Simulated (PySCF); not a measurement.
Two-component Hartree-Fock for Ir⁴¹⁺ (iridium, charge +41)

Start: [Kr]. Calculated with PySCF 2.14 in an uncontracted even-tempered set (18 s from 2.1 bohr⁻², ratio 2.6; 15 p from 2.8 bohr⁻², ratio 2.6; 11 d from 2.8 bohr⁻², ratio 2.6; 6 f from 2.8 bohr⁻², ratio 2.8): generalised Hartree-Fock with the X2C-1e Hamiltonian and a Gaussian nucleus; spin-orbit coupling (SO) screened by Boettger's factors.

```json
{"spinor shell": "1s1/2", "electrons": "2", "ε, screened SO (eV)": "-78420.2", "weight of nominal j (screened SO)": "1.000", "rms radius, screened SO (bohr)": "0.0197"}
{"spinor shell": "2s1/2", "electrons": "2", "ε, screened SO (eV)": "-15439.9", "weight of nominal j (screened SO)": "1.000", "rms radius, screened SO (bohr)": "0.0795"}
{"spinor shell": "2p1/2", "electrons": "2", "ε, screened SO (eV)": "-14850.5", "weight of nominal j (screened SO)": "1.000", "rms radius, screened SO (bohr)": "0.0674"}
{"spinor shell": "2p3/2", "electrons": "4", "ε, screened SO (eV)": "-13215.7", "weight of nominal j (screened SO)": "1.000", "rms radius, screened SO (bohr)": "0.0751"}
{"spinor shell": "3s1/2", "electrons": "2", "ε, screened SO (eV)": "-5073.5", "weight of nominal j (screened SO)": "1.000", "rms radius, screened SO (bohr)": "0.200"}
{"spinor shell": "3p1/2", "electrons": "2", "ε, screened SO (eV)": "-4814.1", "weight of nominal j (screened SO)": "1.000", "rms radius, screened SO (bohr)": "0.192"}
{"spinor shell": "3p3/2", "electrons": "4", "ε, screened SO (eV)": "-4438.8", "weight of nominal j (screened SO)": "1.000", "rms radius, screened SO (bohr)": "0.206"}
{"spinor shell": "3d3/2", "electrons": "4", "ε, screened SO (eV)": "-4016.9", "weight of nominal j (screened SO)": "1.000", "rms radius, screened SO (bohr)": "0.181"}
{"spinor shell": "3d5/2", "electrons": "6", "ε, screened SO (eV)": "-3936.0", "weight of nominal j (screened SO)": "1.000", "rms radius, screened SO (bohr)": "0.185"}
{"spinor shell": "4s1/2", "electrons": "2", "ε, screened SO (eV)": "-2320.3", "weight of nominal j (screened SO)": "1.000", "rms radius, screened SO (bohr)": "0.410"}
{"spinor shell": "4p1/2", "electrons": "2", "ε, screened SO (eV)": "-2200.1", "weight of nominal j (screened SO)": "1.000", "rms radius, screened SO (bohr)": "0.407"}
{"spinor shell": "4p3/2", "electrons": "4", "ε, screened SO (eV)": "-2082.6", "weight of nominal j (screened SO)": "1.000", "rms radius, screened SO (bohr)": "0.429"}
```

| quantity | screened SO |
| --- | --- |
| E (hartree) | -16773.77455 |
| M_J | 0 |
| ⟨J²⟩ | 0.000 |
| ⟨L²⟩ | 0.094 |
| ⟨S²⟩ | 0.094 |

Breit and QED terms are absent; they matter most for the inner s and p1/2 levels.

Densities and radii are taken from the X2C orbitals without a picture-change correction, which distorts them close to the nucleus.
